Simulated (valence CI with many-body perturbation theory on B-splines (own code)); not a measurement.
**Run record, Ta⁵⁸⁺**

Computed by configuration interaction combined with many-body perturbation theory (CI+MBPT): five valence electrons over a frozen Dirac-Fock core [Ne], radial functions for each j: 5 s, 5 p, 4 d, 2 f, with the one-electron correlation potential Σ1 (screened to all orders), the two-electron term Σ2, the three-electron term Σ3, Breit, model QED; selected single and double excitations, second order for the rest, scaled by the run's own slope (own B-spline code, finite nucleus).

Command, and the settings that its task file holds:

```sh
python run_cv.py task.json out
```

```
atom Ta  Z=73  mass_number=181  rms_radius_fm=5.3507
core [Ne]
valence 3s2 3p3
avg = 1
basis = S
breit = 1
cap = 20000
capref = 1200
cscale = 1
de = 0.0
dress = 0
eps = 2e-08
extrap = 1
h = 0.27
hh = 1
l2 = 3
lcore = 6
maxit = 60
n2 = 5
natural = 1
nlev = 30
nno = [2, 2, 2, 1, 0]
nroot = 26
nsp = [3, 3, 2, 1, 0]
pt2 = 1
qed = 1
rpa = 1
s1 = 1
s2 = 1
s3 = 1
screen = 1
tol = 2e-05
whole = 1
```

It took 23 s on 1 thread of Arm Neoverse V1, with other jobs on the host.

Log. The first blocks belong to the next ion, which gives the ionisation energy. Fields: 2J, parity (1 odd), roots, reference size, generating configurations, candidates as configurations/state functions, variational space P, stored matrix elements, Davidson steps; e2 is the range of second-order energies in hartree. The first line gives the box (bohr), its intervals, the orbitals and the steps of their self-consistent field. Window is the range of levels sought, series limit the energy at which the first omitted orbital would enter, core excitation an estimate of the first excitation out of the core, left out the lowest levels not solved, and shifts from estimates the range by which levels moved from their first estimate, all in cm⁻¹.

```
rmax 1.4 intervals 54 orbitals 27 references ['3s2 3p3', '3s2 3p2 3d', '3s 3p4', '3s 3p3 3d', '3s2 3p 3d2'] scf 3 t 0.7
2J=0 par=0 roots 2 ref 24 generators 7 cand 1533/2300 P 758/1119 nnz 0 it 0
2J=0 par=0 roots 2 ref 24 generators 8 cand 1019/1679 P 1045/1558 nnz 0 it 4
   second order: generators 13 cand 977/1694 e2 -0.00001 -0.00000
reference levels 559, estimated 97, window 6056256 1/cm; series limit 31703030, core excitation 64892804
2J=3 par=1 roots 6 ref 66 generators 14 cand 3528/32126 P 940/3997 nnz 1.7e+06 it 5
2J=3 par=1 roots 6 ref 66 generators 26 cand 3743/36052 P 2829/17904 nnz 2.3e+07 it 6
   second order: generators 32 cand 2732/34779 e2 -0.00007 -0.00001
2J=3 par=0 roots 7 ref 71 generators 14 cand 3608/33425 P 914/3995 nnz 1.7e+06 it 9
2J=3 par=0 roots 7 ref 71 generators 23 cand 3774/36017 P 2682/17082 nnz 2.2e+07 it 10
   second order: generators 31 cand 3488/38049 e2 -0.00005 -0.00002
2J=5 par=0 roots 7 ref 74 generators 13 cand 3613/38895 P 892/3999 nnz 1.7e+06 it 5
2J=5 par=0 roots 7 ref 74 generators 21 cand 3647/42012 P 2648/18615 nnz 2.7e+07 it 9
   second order: generators 33 cand 3283/44568 e2 -0.00006 -0.00002
2J=5 par=1 roots 5 ref 65 generators 10 cand 3431/35952 P 817/3993 nnz 1.8e+06 it 5
2J=5 par=1 roots 5 ref 65 generators 21 cand 3820/42282 P 2646/18753 nnz 2.7e+07 it 7
   second order: generators 29 cand 3135/43375 e2 -0.00009 -0.00003
2J=1 par=1 roots 4 ref 41 generators 11 cand 3059/16441 P 1177/3997 nnz 1.6e+06 it 5
2J=1 par=1 roots 4 ref 41 generators 19 cand 3178/18155 P 2599/10527 nnz 7.7e+06 it 6
   second order: generators 30 cand 3328/25545 e2 -0.00004 -0.00001
2J=1 par=0 roots 5 ref 44 generators 14 cand 3248/18535 P 1259/3999 nnz 1.5e+06 it 6
2J=1 par=0 roots 5 ref 44 generators 20 cand 3149/19189 P 2767/11548 nnz 9.3e+06 it 8
   second order: generators 27 cand 2819/19309 e2 -0.00003 -0.00001
2J=7 par=0 roots 4 ref 54 generators 10 cand 3326/35159 P 816/3999 nnz 1.8e+06 it 5
2J=7 par=0 roots 4 ref 54 generators 15 cand 3486/38421 P 2098/14886 nnz 2e+07 it 7
   second order: generators 23 cand 2958/36415 e2 -0.00006 -0.00004
2J=9 par=0 roots 2 ref 34 generators 5 cand 2078/22099 P 846/3997 nnz 2.1e+06 it 4
2J=9 par=0 roots 2 ref 34 generators 12 cand 2948/28227 P 1586/9392 nnz 9.4e+06 it 5
   second order: generators 21 cand 2950/31352 e2 -0.00005 -0.00005
2J=7 par=1 roots 2 ref 51 generators 6 cand 2551/24980 P 822/3996 nnz 1.9e+06 it 5
2J=7 par=1 roots 2 ref 51 generators 14 cand 3483/38486 P 2065/14817 nnz 1.9e+07 it 5
   second order: generators 22 cand 3228/42551 e2 -0.00007 -0.00005
2J=9 par=1 roots 2 ref 28 generators 8 cand 2650/24535 P 888/3990 nnz 1.9e+06 it 5
2J=9 par=1 roots 2 ref 28 generators 11 cand 2753/26395 P 1862/11267 nnz 1.2e+07 it 5
   second order: generators 19 cand 3341/40122 e2 -0.00007 -0.00004
left out: unestimated 8815426, estimated 6675983, shifts from estimates -65 to 42
operators 0.4
```

The Davidson iterations converged.

No measured spectrum was set against this ion. As an estimate, large intervals hold to a few tenths of a per cent, small ones and those within an open d or f shell to about a per cent.

```
Valence energy                            : -1192.609 hartree
Ionisation energy                         : 5908.5 eV (NIST: 5907 ± 6 eV (theoretical))
Reference configurations for the orbitals : 3s2 3p3, 3s2 3p2 3d, 3s 3p4, 3s 3p3 3d, 3s2 3p 3d2
Radial orbitals                           : 27
Box radius                                : 1.429 bohr
Largest variational space                 : 18753
Lowest levels                             : (3s^2 3p1/2^2 3p3/2) J=3/2 0.00, (3s^2 3p1/2^2 3d3/2) J=3/2 225.73, (3s^2 3p1/2^2 3d5/2) J=5/2 314.79, (3s^2 3p1/2 3p3/2^2) J=3/2 319.10, (3s^2 3p1/2 3p3/2^2) J=5/2 330.80, (3s^2 3p1/2 3p3/2^2) J=1/2 345.90, (3s 3p1/2^2 3p3/2^2) J=5/2 489.77, (3s 3p1/2^2 3p3/2^2) J=3/2 519.17, (3s 3p1/2^2 3p3/2^2) J=1/2 520.93, (3s^2 3p1/2 3p3/2 3d3/2) J=5/2 [a] 542.36, (3s^2 3p1/2 3p3/2 3d3/2) J=1/2 [a] 545.53, (3s^2 3p1/2 3p3/2 3d3/2) J=3/2 [a] 545.74, (3s^2 3p1/2 3p3/2 3d3/2) J=7/2 554.56, (3s^2 3p1/2 3p3/2 3d3/2) J=5/2 [b] 583.75 eV
```

Levels are named by their leading jj configuration (3d3/2^4 stands for four electrons in 3d with j = 3/2), which in mixed levels can hold well under half, so a name can repeat and another be missing. Letters in brackets count levels of one name in rising energy.
